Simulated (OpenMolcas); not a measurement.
**Multiconfigurational calculation on Au3+**

Au3+ among 5 point charges of -1.5 e arranged as a trigonal bipyramid (D3h), 1.87 Å from the ion, with the axial distance 1.833 Å.

Input:

```
&GATEWAY
Coord
1

Au 0.0 0.0 0.0
Basis=ANO-RCC-VDZP
Group=NoSym
NoMove
AngMom=0.0 0.0 0.0
AMFI
XField
5 Angstrom 0
1.870000 0.000000 0.000000 -1.500000
-0.935000 1.619468 0.000000 -1.500000
-0.935000 -1.619468 0.000000 -1.500000
0.000000 0.000000 1.832600 -1.500000
0.000000 0.000000 -1.832600 -1.500000
&SEWARD
&RASSCF
FileOrb=start.orb
Symmetry=1
Spin=3
nActEl=8 0 0
Inactive=34
Ras2=5
CIRoot=10 10 1
SDav=10
CIMx=300
Iter=120 100
PrWF=0.3
OrbListing=Nothing
MaxOrb=0
>>> COPY $Project.JobIph JOB001
&RASSCF
FileOrb=start.orb
Symmetry=1
Spin=1
nActEl=8 0 0
Inactive=34
Ras2=5
CIRoot=15 15 1
SDav=15
CIMx=300
Iter=120 100
PrWF=0.3
OrbListing=Nothing
MaxOrb=0
>>> COPY $Project.JobIph JOB002
&RASSI
NrOfJobIphs=2 10 15
1 2 3 4 5 6 7 8 9 10
1 2 3 4 5 6 7 8 9 10 11 12 13 14 15
IphNames
JOB001
JOB002
EJob
SpinOrbit
DIPRint=1.0
SOCoupling=1000.0
Subsets=2
Property=9
'ANGMOM' 1 'ANGMOM' 2 'ANGMOM' 3 'MLTPL  1' 1 'MLTPL  1' 2 'MLTPL  1' 3
'AMFI' 1 'AMFI' 2 'AMFI' 3
SOProperty=3
'ANGMOM' 1 'ANGMOM' 2 'ANGMOM' 3
```

Launched by
```bash
OMP_NUM_THREADS=1 MOLCAS_MEM=1689 MOLCAS_PROJECT=a pymolcas a.inp > a.log  # once for each step of the input, in one work folder
```

A driver script runs the steps one by one and writes start.orb anew before each from the orbitals found so far.

Output, cut to the results:

```
--- SEWARD ---
Basis set label: AU.ANO-RCC...7S6P4D2F.

      Electronic valence basis set:
      ------------------
      Associated Effective Charge  79.000000 au
      Associated Actual Charge     79.000000 au
      Nuclear Model: Point charge

      Shell  nPrim  nBasis  Cartesian Spherical Contaminant
         s      24       7        X
         p      21       6        X
         d      15       4                 X
         f      11       2                 X
                  Relativistic Douglas-Kroll-Hess integrals:
                    - DKH order of Hamiltonian: 2
                    - DKH order of Properties : 0
                  Atomic mean-field integrals
--- RASSCF ---
Wave function specifications:
      -----------------------------

      Number of closed shell electrons          68
      Number of electrons in active shells       8
      Max number of holes in RAS1 space          0
      Max nr of electrons in RAS3 space          0
      Number of inactive orbitals               34
      Number of active orbitals                  5
      Number of secondary orbitals              20
      Spin quantum number                      1.0
      State symmetry                             1
Orbital specifications:
      -----------------------

      Symmetry species                           1
                                                 a
      Frozen orbitals                            0
      Inactive orbitals                         34
      Active orbitals                            5
      RAS1 orbitals                              0
      RAS2 orbitals                              5
      RAS3 orbitals                              0
      Secondary orbitals                        20
      Deleted orbitals                           0
      Number of basis functions                 59
      Number of CSFs                            10
      Number of root(s) required                10
      Iter CI   SX   CI       RASSCF       Energy    max ROT     max BLB   max BLB  Level Ln srch  Step   QN
          iter iter root      energy       change     param      element    value   shift minimum  type update
 Nr of preliminary CI iterations:   1
      Total energies have been shifted. Add               -18000.00 au
        1   1    8    0  -997.67503361    0.00E+00   1.51E-01*  37  50 1  4.89E-01*  0.00   0.00    SX    NO
        2   1    8    0  -997.89741077   -2.22E-01*  3.80E-02   33  46 1  1.37E-01*  0.01   0.00    SX    NO
        3   1    8    0  -997.91957566   -2.22E-02*  2.24E-02   37  50 1  6.01E-02*  0.00   0.00    SX    NO
        4   1    7    0  -997.92467792   -5.10E-03*  1.22E-02   33  46 1  3.09E-02*  0.00   0.00    SX    NO
        5   1    7    0  -997.92607648   -1.40E-03*  4.34E-03   34  47 1 -1.72E-02*  0.00   0.65    QN   YES
        6   1    7    0  -997.92667689   -6.00E-04*  1.77E-03   37  40 1  1.58E-03*  0.00   1.04    QN   YES
        7   1    6    0  -997.92668439   -7.50E-06*  9.71E-04   37  40 1  7.25E-04*  0.00   1.55    LS   YES
        8   1    6    0  -997.92668547   -1.08E-06* -3.91E-04   37  50 1 -4.33E-04*  0.00   1.00    QN   YES
        9   1    5    0  -997.92668593   -4.64E-07* -9.21E-05   37  50 1 -7.43E-05   0.00   1.19    QN   YES
       10   1    4    0  -997.92668595   -1.78E-08*  1.27E-05   39  42 1 -1.59E-05   0.00   1.10    QN   YES
       11   1    4    0  -997.92668595   -6.00E-10   3.08E-06   35  43 1  3.10E-06   0.00   1.27    QN   YES
      Convergence after 11 iterations
       12   1    4    0  -997.92668595   -8.73E-11   3.08E-06   37  50 1  3.04E-07   0.00   1.27    QN   YES
      Natural orbitals and occupation numbers for root  1
      sym 1:   1.000000   2.000000   1.000000   2.000000   2.000000
      Natural orbitals and occupation numbers for root  2
      sym 1:   1.000000   2.000000   1.000000   2.000000   2.000000
      Natural orbitals and occupation numbers for root  3
      sym 1:   2.000000   1.128899   1.128899   1.871101   1.871101
::    RASSCF root number  1 Total energy: -18997.97243658
::    RASSCF root number  2 Total energy: -18997.97243656
::    RASSCF root number  3 Total energy: -18997.95411594
::    RASSCF root number  4 Total energy: -18997.95411594
::    RASSCF root number  5 Total energy: -18997.92790452
::    RASSCF root number  6 Total energy: -18997.92693397
::    RASSCF root number  7 Total energy: -18997.92668437
::    RASSCF root number  8 Total energy: -18997.88400920
...
--- RASSI ---
SPIN-FREE ENERGIES:
  (Shifted by EMIN (a.u.) =     -18997.9724365751)

 SF State       Relative EMIN(au)   Rel lowest level(eV)    D:o, cm**(-1)      L_eff

     1             0.0000000000        0.0000000000              0.0000         3.0
     2             0.0000000128        0.0000003481              0.0028         3.0
     3             0.0183206380        0.4985299581           4020.9153         2.8
     4             0.0183206389        0.4985299801           4020.9155         2.8
    11             0.0339672089        0.9242948403           7454.9406         2.9
     5             0.0445320544        1.2117789331           9773.6562         3.0
     6             0.0455026040        1.2381889331           9986.6672         3.0
     7             0.0457522078        1.2449809974          10041.4489         3.0
    12             0.0693294098        1.8865493489          15216.0467         2.5
    13             0.0693294208        1.8865496477          15216.0491         2.5
    14             0.0721075488        1.9621463615          15825.7777         3.1
    15             0.0721075488        1.9621463615          15825.7777         3.1
     8             0.0884273729        2.4062313995          19407.5651         1.3
     9             0.0884273762        2.4062314891          19407.5658         1.3
    10             0.1082233138        2.9449063922          23752.2719         1.0
    16             0.1092959070        2.9740931399          23987.6789         3.1
    17             0.1092959094        2.9740932045          23987.6794         3.1
    18             0.1140814872        3.1043154108          25037.9923         3.2
    19             0.1182789506        3.2185342088          25959.2291         3.7
    20             0.1182789514        3.2185342304          25959.2292         3.7
    21             0.1284409346        3.4950558822          28189.5268         4.0
...
```

Spin-orbit levels above the lowest (labels of D3, the rotations of D3h):

```json
{"E (cm-1)": "0.0", "Degeneracy": "1", "Label": "A2", "2S+1": "3", "g": ""}
{"E (cm-1)": "1.5", "Degeneracy": "1", "Label": "A1", "2S+1": "3", "g": ""}
{"E (cm-1)": "792.9", "Degeneracy": "2", "Label": "E", "2S+1": "3", "g": "0.00 0.00 4.69"}
{"E (cm-1)": "2937", "Degeneracy": "2", "Label": "E", "2S+1": "3", "g": "0.00 0.00 1.78"}
{"E (cm-1)": "2937", "Degeneracy": "1", "Label": "A1", "2S+1": "3 (73 %)", "g": ""}
{"E (cm-1)": "8457", "Degeneracy": "2", "Label": "E", "2S+1": "3", "g": "0.00 0.00 9.88"}
{"E (cm-1)": "9901", "Degeneracy": "2", "Label": "E", "2S+1": "3 (69 %)", "g": "0.00 0.00 4.93"}
{"E (cm-1)": "11707", "Degeneracy": "1", "Label": "A1", "2S+1": "3 (59 %)", "g": ""}
{"E (cm-1)": "13656", "Degeneracy": "2", "Label": "E", "2S+1": "3 (78 %)", "g": "0.00 0.00 1.35"}
{"E (cm-1)": "15008", "Degeneracy": "1", "Label": "A2", "2S+1": "3", "g": ""}
{"E (cm-1)": "17263", "Degeneracy": "2", "Label": "E", "2S+1": "3 (78 %)", "g": "0.00 0.00 4.05"}
{"E (cm-1)": "17481", "Degeneracy": "2", "Label": "E", "2S+1": "3 (71 %)", "g": "0.00 0.00 2.50"}
{"E (cm-1)": "19581", "Degeneracy": "1", "Label": "A2", "2S+1": "3", "g": ""}
{"E (cm-1)": "19630", "Degeneracy": "1", "Label": "A1", "2S+1": "3", "g": ""}
{"E (cm-1)": "22147", "Degeneracy": "2", "Label": "E", "2S+1": "3", "g": "0.00 0.00 2.48"}
{"E (cm-1)": "25628", "Degeneracy": "1", "Label": "A1", "2S+1": "1 (63 %)", "g": ""}
{"E (cm-1)": "26796", "Degeneracy": "2", "Label": "E", "2S+1": "3", "g": "0.00 0.00 4.47"}
{"E (cm-1)": "28685", "Degeneracy": "1", "Label": "A1", "2S+1": "3 (79 %)", "g": ""}
{"E (cm-1)": "29054", "Degeneracy": "2", "Label": "E", "2S+1": "1 (82 %)", "g": "0.00 0.00 2.19"}
{"E (cm-1)": "29081", "Degeneracy": "1", "Label": "A1", "2S+1": "3", "g": ""}
```

An orbital doublet at a regular site is open to a Jahn-Teller distortion, which this geometry leaves out. Without dynamic correlation the repulsion within the d shell is too large (B by tens of per cent), so at a given field states of lower spin stand too high. Real 4d8 and 5d8 ions are as a rule square planar and diamagnetic. This shell can be high or low spin here, a state of another spin lies low, and with metal d orbitals alone active their balance is uncertain, so the ground spin may be wrong. Point charges give a weaker field than real ligands, and real ions of this kind are as a rule low spin; the high spin found here belongs to the model. This is an electrostatic model: the charges have no orbitals. No measured value stands beside these numbers.

The RASSCF and RASSI steps took 6.8 s on 1 thread of Arm Neoverse V1, with other jobs on the host; the integral step is not counted.

With an even number of electrons the g values are those of a degenerate or nearly degenerate non-Kramers pair.
